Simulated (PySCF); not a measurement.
**Bond length, frequency and bond energy of CsAl by level of theory**

State: ³Π (triplet), unpaired electrons σ ↑, π ↑. Set-up: basis Cs def2-SVP with ECP46, Al def2-SVP; scalar-relativistic core potentials; PySCF 2.14. De refers to Cs + Al in their high-spin ground configurations, without counterpoise correction. The functionals are run spin-unrestricted. A positive dipole means Cs(−)Al(+).

| Level | Re (Å) | ωe (cm⁻¹) | De (eV) | μ (D) |
| --- | --- | --- | --- | --- |
| UHF | 3.863 | 110 | 0.196 | -10.54 |
| UHF-MP2 | 3.778 | 106 | 0.312 | n/a |
| UHF-SCS-MP2 | 3.785 | 107 | 0.258 | n/a |
| UHF-CCSD | 3.788 | 105 | 0.320 | n/a |
| UHF-CCSD(T) | 3.784 | 106 | 0.353 | n/a |
| PBE | 3.723 | 112 | 0.73 | -6.90 |
| PBEsol | 3.675 | 117 | 0.79 | -6.91 |
| r²SCAN | 3.738 | 117 | 0.78 | -8.25 |
| M06-L | 3.687 | 127 | 0.87 | -9.51 |
| PBE0 | 3.711 | 117 | 0.68 | -8.06 |
| M06-2X | 3.709 | 115 | 0.54 | -6.71 |
| CAM-B3LYP | 3.740 | 112 | 0.429 | -7.92 |

The bond length runs from 3.675 Å (PBEsol) to 3.863 Å (UHF). De spans 0.20 eV (UHF, mean field) to 0.87 eV (M06-L, meta-GGA). Correlation at CCSD(T) changes the Hartree–Fock bond energy by +0.15 eV; the triples alone change it by +0.03 eV.

Correlated steps freeze 5 core orbitals. Correlated levels converge slowly with the basis: in double zeta they bind strong bonds too weakly, by up to about 1 eV, and carry superposition errors of some tenths. These are scalar-relativistic numbers at best; spin–orbit coupling would shift them, the dissociation energy most. The state is the lowest determinant that a PBE0 search found; another state may lie lower at other levels.
